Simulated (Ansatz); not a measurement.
These are CAM-B3LYP-D3(BJ)/def2-TZVP // B3LYP-D3(BJ)/def2-SVP (Ansatz, a quantum-chemistry and plane-wave program) values and carry that method's errors. Gas-phase values, no solvent. One relaxed conformer stands for a flexible species; it need not be the lowest.  In the def2 sets, heavy atoms carry core potentials.

Reference species (SMILES): `C(CC[Te]O)=C` (neutral, multiplicity 1).

```json
{
 "LUMO": "-0.65 eV",
 "HOMO–LUMO gap": "6.70 eV",
 "HOMO": "-7.35 eV"
}
```

After one change: the LUMO rises by 0.11 eV; the HOMO–LUMO gap stays essentially unchanged; the HOMO increases by 0.09 eV.

Question: Which change was made? The new species is one of these.
A. `CC(C)[Te]O` (C–C–Te–O torsion -42°, C–Te–O–H torsion 94°)
B. `O[Te]C(F)(F)F` (H–O–Te–C torsion 85°)
C. `C=C[Te]O` (C–C–Te–O torsion -3°, C–Te–O–H torsion -87°)
D. `O[Te]CC(F)(F)F` (H–O–Te–C torsion -81°, O–Te–C–C torsion 80°)

Answer: A, `CC(C)[Te]O` (C–C–Te–O torsion -42°, C–Te–O–H torsion 94°)
